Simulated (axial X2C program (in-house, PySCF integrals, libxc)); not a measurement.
# WCN⁻: properties at the nuclei

Computed with an axial X2C code built on PySCF integrals: two-component X2C with atomic mean-field Coulomb and Gaunt terms, Gaussian nuclei, basis W dyall-v3z, C dyall-v3z, N dyall-av3z with contracted cores.

W–C–N held linear, with bonds 2.051 and 1.171 Å (near the PBE0 minimum at charge -1 of the determinant lowest at the starting distance; the state shown can have its own minimum elsewhere, held linear; other orders of the atoms were not compared).

Input and command:
```json
{"zs": [74, 6, 7], "q": -1, "bas": ["dyall-v3z", "dyall-v3z", "dyall-av3z"], "r0": [2.07, 1.16], "symm": 0, "scan": ["PBE0", "HF", "BHandHLYP"], "levels": ["PBE0", "HF", "r2SCAN"], "nst": 2}
```
```bash
python solin.py task.json out
```

Keys: zs atomic numbers; q charge; bas basis sets; r0 starting distance in Å; symm equal bonds; scan levels of the two-bond scan; levels methods; nst determinants followed.

Determinant lowest in the PBE0 search, Ω = 2 (⟨Sz⟩ = 1.97, ⟨Lz⟩ = 0.03 at PBE0), spin on the atoms W 1.93, C -0.10, N 0.14:

| level | Eeff magnitude (GV/cm) | Ws magnitude W (kHz) | A∥/gI W (MHz) | qzz W (a.u.) | A∥/gI C (MHz) | qzz C (a.u.) | A∥/gI N (MHz) | qzz N (a.u.) |
| --- | --- | --- | --- | --- | --- | --- | --- | --- |
| PBE0 | 23.1 | 12 | 151 | -3.43 | -23.6 | -0.63 | -6.5 | -0.95 |
| HF | 48.4 | 25.7 | 491 | -4.43 | -37 | -0.74 | -0.0775 | -1.11 |
| r2SCAN | 17.8 | 9.23 | 719 | -3.26 | -22.3 | -0.62 | -4.48 | -0.92 |

Determinant 0.27 eV from it at PBE0 and this distance, Ω = 3 (⟨Sz⟩ = 2.96, ⟨Lz⟩ = 0.04 at PBE0), spin on the atoms W 2.91, C -0.02, N 0.06:

| level | Eeff magnitude (GV/cm) | Ws magnitude W (kHz) | A∥/gI W (MHz) | qzz W (a.u.) | A∥/gI C (MHz) | qzz C (a.u.) | A∥/gI N (MHz) | qzz N (a.u.) |
| --- | --- | --- | --- | --- | --- | --- | --- | --- |
| PBE0 | 26.1 | 9.22 | 1460 | -8.20 | -2.53 | -0.64 | 0.0955 | -0.98 |
| HF | 17 | 6 | 1030 | -9.84 | -19.1 | -0.76 | 3.77 | -1.13 |
| r2SCAN | 27.6 | 9.82 | 1690 | -8.20 | -1.08 | -0.64 | 1.44 | -0.97 |

Eeff is the effective electric field on the electron electric dipole moment in this Ω state and Ws the scalar–pseudoscalar constant of the nucleus named (defined with the proton number Z and per Ω); A∥ (defined per Ω) follows by multiplying with gI = μI/(I μN); qzz is the electric field gradient, eQq0 = 234.96 MHz × Q/barn × qzz. The operators were transformed with the bare-nucleus X2C matrices; with these basis sets, hyperfine constants and field gradients can be off by tens of per cent, and where levels differ in sign neither size nor sign is settled.

Question: With gI(13C) = 1.4048, Q(14N) = 0.02044 barn (g factors from the IAEA table of nuclear moments by Stone; Q from Pyykkö, Mol. Phys. 2018), turn the PBE0 values of the first state into constants in MHz.

Answer: A∥(13C) = -23.6 × 1.4048 = -33.2 MHz; eQq0(14N) = 234.96 × (0.02044) × (-0.95) = -4.56 MHz.

The molecule was held linear; bending was not examined, so a bent shape may lie lower.

Each state is one determinant with collinear spin, which with several unpaired electrons need not be a pure state. Unrestricted Hartree–Fock can overshoot spin polarisation at the nuclei. For an anion, determinants above electron detachment, or with a positive highest level, are held by the basis set. This is the top spin component of a Σ state; components of lower Ω are not single determinants and can lie lower. With several open shells hyperfine constants can be off by a factor of several. Where Eeff spreads by more than a factor of two the levels disagree and none is to be relied on. Open-shell Ω = 0 determinants with evenly filled partner blocks cannot be reached by this program, so the Ω shown need not be the lowest component. At HF a later determinant lies lower. States lie within half an eV, so the first need not be the ground state. Where a field gradient or hyperfine factor spreads by more than a factor of two over the levels, a constant derived from it is not to be relied on. PBE0 term energies can be off by some tenths of an eV.
